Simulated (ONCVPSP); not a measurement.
**How hard is this Au (Z = 79) ONCV potential?**

| Property | Result |
| --- | --- |
| Element | gold (Au) |
| Generator | ONCVPSP 4.0.1 |
| Type | optimised norm-conserving Vanderbilt (ONCV) |
| Functional | PBEsol |
| Relativity | fully relativistic |
| Frozen core | [Kr] 4d10 |
| Valence charge | 33 |
| Reference configuration | 4f14 5s2 5p6 5d9 6s2 |
| Partial waves | 5s+6s: rc 1.45 bohr, ncon 4, nbas 7, qcut 7.5 1/bohr, 3 projectors, debl 2.8 Ha; 5p: rc 1.45 bohr, ncon 4, nbas 8, qcut 7.5 1/bohr, 2 projectors, debl 1.2 Ha; 5d: rc 1.45 bohr, ncon 4, nbas 7, qcut 7.7 1/bohr, 2 projectors, debl 3.2 Ha; 4f: rc 0.70 bohr, ncon 4, nbas 9, qcut 25.9 1/bohr, 1 projector |
| Local potential | polynomial inside 0.70 bohr (lpopt 5, dvloc0 0 Ha) |
| Core correction | none |

Open shells are filled in proportion to 2j + 1.

In the p channel the program set the typed energies aside and used -2.133, 0.250 Ha (j = l + 1/2; the other j can differ).

Question: For each optimised wave give the share of its norm inside rc, the residual kinetic energy above qcut (Ha) and the cutoffs (Ha) for errors of 10, 1, 0.1 and 0.01 mHa per electron.

Answer:

| wave | norm inside rc | residual KE | 10 mHa | 1 mHa | 0.1 mHa | 0.01 mHa |
| --- | --- | --- | --- | --- | --- | --- |
| 5s | 0.946 | 1.3e-04 | 19.2 | 24.1 | 30.7 | 61.7 |
| 6s | 0.060 | 1.2e-04 | 16.5 | 23.3 | 29.1 | 67.5 |
| s projector 3 | 0.109 | 7.4e-04 | 21.0 | 27.3 | 44.6 | 75.5 |
| 5p j=3/2 | 0.839 | 2.0e-04 | 11.2 | 23.2 | 42.3 | 97.1 |
| p projector 2 j=3/2 | 0.062 | 1.1e-04 | 9.5 | 21.0 | 28.5 | 67.1 |
| 5p j=1/2 | 0.903 | 9.1e-05 | 13.3 | 16.6 | 27.7 | 93.1 |
| p projector 2 j=1/2 | 0.063 | 9.8e-05 | 11.4 | 15.0 | 28.0 | 76.8 |
| 5d j=5/2 | 0.494 | 1.1e-05 | 15.7 | 19.8 | 23.3 | 33.3 |
| d projector 2 j=5/2 | 0.082 | 2.3e-05 | 16.2 | 20.6 | 24.2 | 43.3 |
| 5d j=3/2 | 0.536 | 5.7e-06 | 16.7 | 21.4 | 24.8 | 28.1 |
| d projector 2 j=3/2 | 0.081 | 1.8e-05 | 17.1 | 21.8 | 25.5 | 39.1 |
| 4f j=7/2 | 0.831 | 4.3e-06 | 250.2 | 281.1 | 305.1 | 325.2 |
| 4f j=5/2 | 0.839 | 4.6e-06 | 251.1 | 281.8 | 305.6 | 325.6 |

The occupied waves need 282 Ha and 306 Ha for 1 and 0.1 mHa. Note: ghosts flagged at negative energy: s at -221.0 eV, p3/2 at -4.8 eV; GHOST(+) flagged for p1/2 at 62.5 eV, d5/2 at 337.1 eV, d3/2 at 349.5 eV. A true bound ghost makes a file unfit for plane-wave use.
